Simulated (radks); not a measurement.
Spin polarisation of the 4d6 shell in the ruthenium ion Ru2+. Start: [Kr] 4d(up 3, down 3); electrons of 4d are moved from spin down to spin up, other shells keep equal spins. Method: scalar-relativistic Kohn-Sham, BLYP, spin-polarised, spherical densities, finite nucleus; Fermi nuclear charge, rms radius of each element as measured or else 0.836 A^(1/3) + 0.57 fm; computed with a radial shooting solver on a logarithmic mesh with Libxc functionals.

moment (Bohr magnetons)  E - E(0) (eV)  e(4d up) (eV)  e(4d down) (eV)  4p down minus up (eV)  4s down minus up (eV)
0                                0.000        -24.051          -24.051                 0.000                 0.000
1                               -0.173        -24.376          -23.684                  0.716                  0.678
2                               -0.690        -24.656          -23.283                  1.427                  1.352
3                               -1.543        -24.889          -22.853                  2.128                  2.020
4                               -2.721        -25.072          -22.401                  2.816                  2.678

At moment 4 the spin-polarisation energy is -2.721 eV and the 4d exchange splitting 2.671 eV, that is 0.668 eV per Bohr magneton; E = -I m^2/4 would give I = 0.680 eV.
